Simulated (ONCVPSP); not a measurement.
Logarithmic derivatives: Mn, ONCV

| Item | Value |
| --- | --- |
| Element | manganese (Mn) |
| Generator | ONCVPSP 4.0.1 |
| Type | optimised norm-conserving Vanderbilt (ONCV) |
| Functional | PBEsol |
| Relativity | scalar-relativistic |
| Frozen core | [Ne] |
| Valence charge | 15 |
| Reference configuration | 3s2 3p6 3d5 4s2 |
| Partial waves | 3s+4s: rc 1.15 bohr, ncon 4, nbas 7, qcut 12.8 1/bohr, 2 projectors; 3p: rc 1.15 bohr, ncon 3, nbas 7, qcut 12.1 1/bohr, 2 projectors, debl 2.8 Ha; 3d: rc 1.70 bohr, ncon 3, nbas 8, qcut 9.6 1/bohr, 2 projectors, debl 3 Ha |
| Local potential | polynomial inside 1.05 bohr (lpopt 5, dvloc0 -1 Ha) |
| Core correction | Teter function, fcfact 4.25, rcfact 1.35 |

The phase is arctan(r·R′/R) of the radial function R(r), unwrapped; energies in Ha, scanned from -5 to 5 Ha. A pole is an energy at which the radial function vanishes at the test radius. The pseudo phase is shifted by a multiple of π to meet the all-electron one at the reference energy, and phase errors are pseudo minus all-electron; the curves can meet again beyond the range given. Levels narrower than the energy grid can be missing from the lists of poles.

Problem. For each channel, where are the poles, and over which energies does the pseudopotential scatter like the atom?

Solution.

```json
{"channel": "s", "radius (bohr)": "1.17", "reference energy (Ha)": "-0.19", "poles, all-electron": "-1.42", "poles, pseudo": "-1.42", "unbroken range about the reference energy with phases within 0.05 rad": "the whole range", "phase error 1 Ha above the reference energy (rad)": "-0.000"}
{"channel": "p", "radius (bohr)": "1.17", "reference energy (Ha)": "-2.00", "poles, all-electron": "-0.13", "poles, pseudo": "-0.13", "unbroken range about the reference energy with phases within 0.05 rad": "the whole range", "phase error 1 Ha above the reference energy (rad)": "-0.000"}
{"channel": "d", "radius (bohr)": "1.73", "reference energy (Ha)": "-0.25", "poles, all-electron": "0.18", "poles, pseudo": "0.18", "unbroken range about the reference energy with phases within 0.05 rad": "the whole range", "phase error 1 Ha above the reference energy (rad)": "+0.001"}
```

Phases in the d channel:

```
E (Ha)  all-electron  pseudo
 -4.96         1.347   1.347
 -4.48         1.332   1.332
 -4.00         1.314   1.314
 -3.52         1.292   1.292
 -3.04         1.263   1.263
 -2.56         1.224   1.224
 -2.08         1.165   1.165
 -1.60         1.063   1.063
 -1.12         0.832   0.833
 -0.64        -0.039  -0.038
 -0.16        -1.283  -1.283
  0.32        -1.647  -1.647
  0.80        -1.857  -1.856
  1.28        -2.112  -2.110
  1.76        -2.628  -2.626
  2.24        -3.553  -3.552
  2.72        -4.127  -4.127
  3.20        -4.368  -4.367
  3.68        -4.492  -4.491
  4.16        -4.570  -4.568
  4.64        -4.625  -4.622
```
